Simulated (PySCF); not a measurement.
**Peak assignment**

Geometry:
```json
{"atom": "C1", "x (Å)": "-3.318", "y (Å)": "-1.184", "z (Å)": "0.365"}
{"atom": "C2", "x (Å)": "-2.095", "y (Å)": "-0.776", "z (Å)": "0.680"}
{"atom": "C3", "x (Å)": "-0.906", "y (Å)": "-0.959", "z (Å)": "-0.170"}
{"atom": "N4", "x (Å)": "-0.847", "y (Å)": "-1.549", "z (Å)": "-1.286"}
{"atom": "C5", "x (Å)": "0.366", "y (Å)": "-0.348", "z (Å)": "0.354"}
{"atom": "C6", "x (Å)": "0.349", "y (Å)": "1.156", "z (Å)": "0.106"}
{"atom": "S7", "x (Å)": "1.781", "y (Å)": "2.002", "z (Å)": "0.862"}
{"atom": "Si8", "x (Å)": "3.391", "y (Å)": "1.326", "z (Å)": "-0.380"}
{"atom": "H9", "x (Å)": "-3.538", "y (Å)": "-1.682", "z (Å)": "-0.567"}
{"atom": "H10", "x (Å)": "-4.156", "y (Å)": "-1.034", "z (Å)": "1.025"}
{"atom": "H11", "x (Å)": "-1.920", "y (Å)": "-0.278", "z (Å)": "1.624"}
{"atom": "H12", "x (Å)": "-1.728", "y (Å)": "-1.935", "z (Å)": "-1.621"}
{"atom": "H13", "x (Å)": "0.464", "y (Å)": "-0.536", "z (Å)": "1.425"}
{"atom": "H14", "x (Å)": "1.210", "y (Å)": "-0.797", "z (Å)": "-0.170"}
{"atom": "H15", "x (Å)": "-0.527", "y (Å)": "1.619", "z (Å)": "0.561"}
{"atom": "H16", "x (Å)": "0.347", "y (Å)": "1.370", "z (Å)": "-0.962"}
{"atom": "H17", "x (Å)": "3.705", "y (Å)": "-0.063", "z (Å)": "-0.060"}
{"atom": "H18", "x (Å)": "2.937", "y (Å)": "1.451", "z (Å)": "-1.760"}
{"atom": "H19", "x (Å)": "4.473", "y (Å)": "2.227", "z (Å)": "-0.034"}
```

Method: coordinates at the GFN2-xTB level, NMR shieldings at PBE0/pcSseg-1/GIAO, in PySCF (no solvent, equivalent nuclei averaged, one conformer, no relativistic terms).

Scale: 13C (σref 186.93) and 1H (σref 31.72) vs TMS (reference shieldings calculated alike).

**Question.** Assign these signals to the numbered atoms. 13C{1H} NMR (computed): δ 174.8 (C), 137.5 (CH), 128.4 (CH2), 50.6 (CH2), 35.0 (CH2).

**Answer.** 
174.8 → C3, carbon bonded to 2 C, N
137.5 → C2, carbon bonded to 2 C, H
128.4 → C1, carbon bonded to C, 2 H
50.6 → C5, carbon bonded to 2 C, 2 H
35.0 → C6, carbon bonded to C, S, 2 H

**Question.** Assign these signals to the numbered atoms. 1H NMR (300 MHz, computed): δ 11.27 (br s, 1H), 6.38 (m, 1H), 6.13 (m, 1H), 5.89 (m, 1H), 4.64 (s, 3H), 2.58 (m, 2H), 2.55 (m, 2H).

**Answer.** 
```tsv
δ (ppm)	atoms	environment	reason
11.27	H12	hydrogen on a nitrogen bonded to C	–
6.38	H11	hydrogen on a carbon bonded to 2 C	–
6.13	H9	hydrogen on a carbon bonded to C	–
5.89	H10	hydrogen on a carbon bonded to C	–
4.64	H17/H18/H19	hydrogen on a silicon bonded to S	–
2.58	H13/H14	hydrogen on a carbon bonded to 2 C	–
2.55	H15/H16	hydrogen on a carbon bonded to C, S	–
```

H13/H14 and H15/H16 lie closer than the usual error of such a calculation, so a measured spectrum could show them in the other order.

OH and NH positions are those of a molecule without intermolecular hydrogen bonds; in solution they move with solvent, concentration and temperature, and exchange usually removes their couplings. Shifts are as computed. Against solution values, carbons near 30 ppm lie about +3 ppm off and those near 130 ppm about +5 ppm. Of 1211 compounds with measured shifts, 218 miss one by over three times the rms of a fit or turn the order of signals round; such compounds aren't used in these exercises. Multiplicities follow the n + 1 count of equivalent neighbours, as no J values were calculated; m marks all less simple cases, F and P coupling included.
